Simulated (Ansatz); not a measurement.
Energy profile

The step: AlHCl₂O ([OH][Al]([Cl])[Cl]) + NH₃ → AlNH₂Cl₂ ([NH2][Al]([Cl])[Cl]) + H₂O (still joined by a long Al–O bond); bonds formed: O2–H5; dative contacts that become bonds: Al1–N6; bonds broken: H5–N6; bonds weakened to dative contacts: Al1–O2 (atoms numbered as in the saddle structure below).

```
9
angstrom
Al -0.4136 -0.7205 0.2221
O -1.0594 1.0071 -0.1315
Cl -0.8270 -1.9414 -1.4461
Cl -0.9611 -1.3897 2.1317
H 0.0601 1.1189 -0.1986
N 1.1899 0.2403 0.0926
H -1.5481 1.2157 -0.9316
H 1.7306 0.4401 0.9233
H 1.8286 0.0292 -0.6620
```

Electronic energies by CCSD(T) at an estimated basis limit (MP2 extrapolated from triple and quadruple zeta, plus CCSD(T) − MP2 in triple zeta), on PBE0-D4/def2-TZVP structures; AlNH4Cl2O, closed shell; no counterpoise correction. Computed with Ansatz 0.2.0 (basis: def2-TZVPP and def2-QZVPP); correlated methods freeze the cores. Extrapolation: Hartree–Fock as exp(−7.88 √X), correlation as X^−2.97.

Give the profile in kJ/mol, counted from the separated reactants. (To be estimated.)

The calculation gives:
```csv
point,kJ/mol
"separated: AlHCl2O (linked as [OH][Al]([Cl])[Cl]; Al1, O2, Cl3, Cl4, H7; singlet) + NH3 (H5, N6, H8, H9; singlet)",0.0
start structure,-155.5
saddle,-36.2
end structure,-59.8
"separated: AlNH2Cl2 (linked as [NH2][Al]([Cl])[Cl]; Al1, Cl3, Cl4, N6, H8, H9; singlet) + H2O (O2, H5, H7; singlet)",36.9
```
The saddle lies below the separated reactants: the barrier is submerged.

The T1 diagnostic stays at or below 0.010.

For scale, one of the runs: CCSD(T)/def2-TZVPP, 244 basis functions, launched by `ansatz run in.yaml --threads 4 --pin off --events-out ev --progress --plain --max-ram 9574MiB`. Hardware: 4 CPU threads of an Arm Neoverse V2, shared host. Wall time 97 s; peak host memory 4.6 GiB.
